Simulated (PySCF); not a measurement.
## How the method changes the constants of CuH⁺

State: ²Σ⁺ (doublet), unpaired electrons σ ↑. Set-up: Cu def2-TZVPPD, H def2-TZVPPD; no relativity (PySCF 2.14). De refers to Cu⁺ (3d10) + H in their ground configurations, without counterpoise correction. The functionals are run spin-unrestricted. A positive dipole points towards H; it is taken about the centre of mass and depends on that origin. Levels whose curve was spin-contaminated or gave no clean fit are not listed.

```tsv
Level	Re (Å)	ωe (cm⁻¹)	De (eV)	μ (D)	CPU s a point (SCF and correlation, without the integrals)
PBE	1.503	1699	1.39	-0.53	1.3
r²SCAN	1.480	1795	1.48	-0.79	1.8
M06-L	1.485	1821	1.32	-0.87	1.8
B3LYP	1.497	1701	1.21	-0.66	2.2
PBE0	1.493	1701	1.05	-0.74	3
r²SCAN0	1.477	1767	1.16	-0.92	2.7
B97-3	1.498	1701	0.93	-0.77	1.8
BHandHLYP	1.484	1695	0.84	-0.98	1.8
LC-ωPBE	1.495	1672	1.00	-0.72	2.7
```

The bond length runs from 1.477 Å (r²SCAN0) to 1.503 Å (PBE). De spans 0.84 eV (BHandHLYP, global hybrid GGA) to 1.48 eV (r²SCAN, meta-GGA).

For an ion De counts to the pair picked by the measured ionisation energies or electron affinities, which need not be the lowest pair at this level. The state is the lowest single determinant that the PBE0 search found; with open d or f shells the true ground state can be another one.

The whole job (state search and all levels along the bond) took about 21 min on 1 thread of Intel Xeon Platinum 8259CL @ 2.50GHz (shared host), peak memory 2.6 GiB.
